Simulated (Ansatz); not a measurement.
Ga₁₂As₁₁H₃₂⁻, a nanocrystal cut from zinc blende GaAs (hydrogen-capped). Charge -1, multiplicity 1. Geometry PBE-D4/def2-SVP, basis def2-SVP, Ansatz.

```tsv
run	HOMO (eV)	LUMO (eV)
A	-3.07	0.45
B	-3.25	0.28
C	-3.50	0.40
D	-4.20	0.96
```

Single mean-field runs in def2-SVP are fitted with def2-universal-jkfit.

Task: The runs used BLYP, PBE, PBE0, r2SCAN. Estimate which is which.

Result: A BLYP (0 % exact exchange); B PBE (0 % exact exchange); C r2SCAN (0 % exact exchange); D PBE0 (25 % exact exchange). Exact exchange lowers occupied and raises empty levels; among semilocal functionals meta-GGAs tend to open the gap a little, and such runs are hard to tell apart. The gap grows from 3.51 eV (BLYP) to 5.17 eV (PBE0).
